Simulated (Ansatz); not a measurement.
`C[N](C)[GeH3]` → `C[N](C)[GeH]` + H₂ at 700 K and 1 bar (germylene formation by 1,1-elimination).

Calculated with Ansatz (gas phase, PBE0-D4/def2-TZVP geometries, no zero-point term in ΔE). CCSD(T)/CBS adds triple-zeta CCSD(T) − MP2 to the extrapolated MP2 energy (def2 sets, frozen cores). This one scheme is used for every species. For Ge outer-core shells are correlated without core-valence functions, which leaves a few kJ/mol of doubt a bond. Scalar relativity is left out up to krypton.

| species | CCSD(T)/CBS energy (Eh) | H − E (kJ/mol) | S (J/(mol·K)) |
| --- | --- | --- | --- |
| `C[N](C)[GeH3]` | -2212.31524 | 357.2 | 461.2 |
| `C[N](C)[GeH]` | -2211.10778 | 303.0 | 423.6 |
| H₂ | -1.17544 | 46.8 | 155.3 |

H − E and S are ideal-gas, rigid-rotor, harmonic terms from PBE0-D4/def2-TZVP. The MP2-based limit puts H₂ 0.8 mEh under its directly extrapolated value; such offsets cancel only in part. 1 Eh = 2625.50 kJ/mol, R = 8.31446 J/(mol·K).

Question: By hand: ΔE, ΔH, ΔS and ΔG.

Answer: ΔE = (-2211.10778) + (-1.17544) − (-2212.31524) = 0.03202 Eh = 84.1 kJ/mol. Δ(H − E) = 303.0 + 46.8 − 357.2 = -7.4, so ΔH = 76.7 kJ/mol. ΔS = 423.6 + 155.3 − 461.2 = 117.7 J/(mol·K). ΔG = 76.7 − 700 × (117.7)/1000 = -5.7 kJ/mol.

Question: By hand: the equilibrium constant, and the temperature at which ΔG would vanish if ΔH and ΔS stayed fixed.

Answer: log₁₀ K = −ΔG/(RT ln 10) = 0.4. ΔG = 0 at ΔH/ΔS = 652 K.

The number of gas molecules changes by +1, which sets the sign of ΔS. The sign of ΔG lies within the doubt. A doubt of 5 kJ/mol in ΔE shifts log₁₀ K by 0.4 here. These are equilibria of isolated gas molecules and say nothing of rates. Largest T1 diagnostic: 0.016 (customary marks: 0.02 for closed shells, 0.045 for open ones).
